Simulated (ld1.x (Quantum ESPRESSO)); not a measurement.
# What one change does to a pseudopotential (Bi, PAW)

* Element: Bi (Z = 83)
* Generator: ld1.x (Quantum ESPRESSO) 7.5
* Type: PAW
* Functional: PBE
* Relativity: non-relativistic
* Frozen core: [Xe] 4f14 5d10
* Valence charge: 5
* Reference configuration: 6s2 6p1 (charge +2)
* Partial waves: 6s (bound): rcut 2.00, rcutus 2.15 bohr; 6s channel at 1.2 Ry: rcut 2.00, rcutus 2.15 bohr; 6p (bound): rcut 2.05, rcutus 2.60 bohr; 6p channel at -0.45 Ry: rcut 2.05, rcutus 2.60 bohr
* Local potential: all-electron potential smoothed inside 1.70 bohr (lloc = -1)
* Core correction: a·sin(br)/r model core inside 1.30 bohr
* Augmentation charge: PSQ, inside the norm-conserving radii

All-electron outer shells of the reference configuration (PBE, non-relativistic, ld1.x):

```tsv
shell	level (eV)	outermost node (bohr)	outermost maximum (bohr)
6s	-26.73	1.10	2.05
6p	-19.01	1.18	2.35
```

Change: waves 6s (bound): rcut 2.00, rcutus 2.64 bohr; 6s channel at 1.2 Ry: rcut 2.00, rcutus 2.64 bohr.

Cutoffs: the cutoffs (Ry, on a coarse ladder) from which the occupation-weighted sum of valence levels, in a spherical-Bessel basis at the reference potential, stays within 10 and 1 mRy of its value at 400 Ry; they do not see the model core or the augmentation charge, which bear on the density cutoff. Errors are all-electron minus pseudo energies relative to the spin-unpolarised reference configuration.

Question: What does the change do?

Answer: The potential gets softer (8 Ry and 18 Ry → 6 Ry and 6 Ry); both files keep a bound ghost (d, s); the number of tests with a reliable result goes from 7 to 0 (the test run of the changed file stopped, so its transferability is not established). A larger radius leaves more room for a smooth pseudo-wave, so fewer plane waves are needed.

```csv
quantity,base,changed
"cutoff, loose",8 Ry,6 Ry
"cutoff, tight",18 Ry,6 Ry
loose cutoff by channel (10 mRy a level),"s 8 Ry, p 6 Ry","s 6 Ry, p 6 Ry"
bound ghosts,"s, d","s, d"
tests with a reliable result,7 of 7,0 of 7 (the test run stopped)
s: phases at 2.86 bohr within 0.05 rad from the reference energy up to (Ry; the scan ends near 5),to the end of the scan,to the end of the scan
p: phases at 2.86 bohr within 0.05 rad from the reference energy up to (Ry; the scan ends near 5),2.9,2.9
lowest overlap eigenvalue by channel,"s 0.49, p 0.40","s 0.14, p 0.40"
```

 A true bound ghost makes a file unfit for plane-wave use even where its test errors are small: the radial tests pick states by their node count and pass the ghost by.
